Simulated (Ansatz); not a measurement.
Mulliken charges of `C[O][Zn][Cl]` from ωB97M-V/def2-TZVPP in Ansatz (PBE0-D4/def2-TZVP geometry).

```tsv
atom	x (Å)	y (Å)	z (Å)	charge (e)
C1	0.146	1.090	0.177	-0.131
O2	-0.538	0.111	-0.558	-0.490
Zn3	-0.352	-1.635	-0.404	0.594
Cl4	-0.245	-3.715	-0.340	-0.292
H5	-0.197	2.074	-0.159	0.111
H6	-0.048	1.024	1.256	0.104
H7	1.233	1.051	0.028	0.104
```

Question: By hand: the dipole of these point charges (1 e Å = 4.8032 D).

Answer: Σ q r = (0.208, 0.362, 0.225) e Å, of length 0.474 e Å = 2.28 D.

Question: How does the dipole of the full density compare? (An estimate is asked.)

Answer: Computed: (0.135, 0.232, 0.146) e Å, 1.47 D; the point charges give 1.55 times that, at 0° from its direction.

Point charges leave out the atoms' own dipoles, such as those of lone pairs, and Mulliken's split depends on the basis, so the two needn't agree.
